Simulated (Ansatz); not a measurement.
Total energies of dimethylphenylsulfonium bromide (C₈H₁₁BrS) from Ansatz at PBE0-D4/def2-TZVP, gas phase (1 Eh = 27.2114 eV = 2625.5 kJ/mol). The reference geometry is relaxed at PBE-D4/def2-SVP.

```csv
atom,x (Å),y (Å),z (Å)
C1,-1.924,-0.112,-1.478
S2,-1.330,0.953,-0.123
C3,-0.315,2.197,-0.987
C4,0.087,-0.152,0.438
C5,0.063,-0.452,1.808
C6,1.064,-1.268,2.361
C7,2.083,-1.778,1.544
C8,2.103,-1.474,0.172
C9,1.105,-0.660,-0.385
H10,-2.486,-0.930,-0.991
H11,-2.614,0.532,-2.057
H12,-1.073,-0.512,-2.060
H13,-1.054,2.840,-1.505
H14,0.210,2.762,-0.194
H15,0.408,1.707,-1.664
H16,-0.742,-0.045,2.442
H17,1.045,-1.504,3.436
H18,2.868,-2.417,1.976
H19,2.903,-1.873,-0.470
H20,1.137,-0.432,-1.462
Br21,-3.537,2.618,-0.802
```

| state | geometry | energy (Eh) |
| --- | --- | --- |
| charge 0 singlet | reference | -3283.11592 |
| charge 1 doublet | reference | -3282.83133 |
| charge -1 doublet | reference | -3283.12326 |
| charge -1 doublet | relaxed at PBE-D4/def2-SVP | -3283.15060 |
| free C atom (triplet) | – | -37.80537 |
| free S atom (triplet) | – | -397.97371 |
| free H atom (doublet) | – | -0.50104 |
| free Br atom (doublet) | – | -2573.81189 |

**Question.** Work out the vertical ionisation energy to the doublet.

**Answer.** E(charge 1 doublet) − E(charge 0 singlet) = -3282.83133 − (-3283.11592) = 0.28459 Eh = 7.74 eV. For comparison, −ε of the highest occupied level is 5.76 eV at this level, 1.98 eV less.

**Question.** Work out the vertical electron affinity, to the doublet.

**Answer.** E(charge 0 singlet) − E(charge -1 doublet) = -3283.11592 − (-3283.12326) = 0.00734 Eh = 0.20 eV. The basis lacks diffuse functions, which makes affinities too small.

**Question.** Give the fundamental gap IE − EA, the Mulliken electronegativity (IE + EA)/2 and the hardness (IE − EA)/2.

**Answer.** From the values in Eh: IE − EA = 0.28459 − 0.00734 = 0.27725 Eh = 7.54 eV; (IE + EA)/2 = 3.97 eV; (IE − EA)/2 = 3.77 eV. The HOMO–LUMO gap of the same run is 4.10 eV, 3.44 eV smaller than the fundamental gap.

**Question.** How much does the charge -1 doublet relax, and what is the adiabatic electron affinity?

**Answer.** Relaxation: -3283.12326 − (-3283.15060) = 0.02734 Eh = 0.74 eV. Adiabatic electron affinity: 0.03468 Eh = 0.94 eV, without zero-point energy. Bonds change on the way (1 lost, 0 formed), so the relaxed form is another species. 

**Question.** What is the binding energy per atom against free atoms?

**Answer.** Atoms: 8 × (-37.80537) + 1 × (-397.97371) + 11 × (-0.50104) + 1 × (-2573.81189) = -3279.74000 Eh. Binding: -3279.74000 − (-3283.11592) = 3.37592 Eh = 91.86 eV, or 4.37 eV for each of 21 atoms (no zero-point energy, no counterpoise term).

At PBE0-D4/def2-TZVP the highest occupied level of the charge -1 doublet lies above zero (up to 1.33 eV). By energy differences its removal costs 0.20 eV (vertical, to the charge 0 singlet, at PBE0-D4/def2-TZVP); self-interaction error and the lack of diffuse functions both raise the level. At PBE0-D4/def2-TZVP the highest occupied level of the relaxed charge -1 doublet lies above zero (up to 0.07 eV). By energy differences its removal costs 0.94 eV (each at its own geometry, to the charge 0 singlet, at PBE0-D4/def2-TZVP); self-interaction error and the lack of diffuse functions both raise the level.
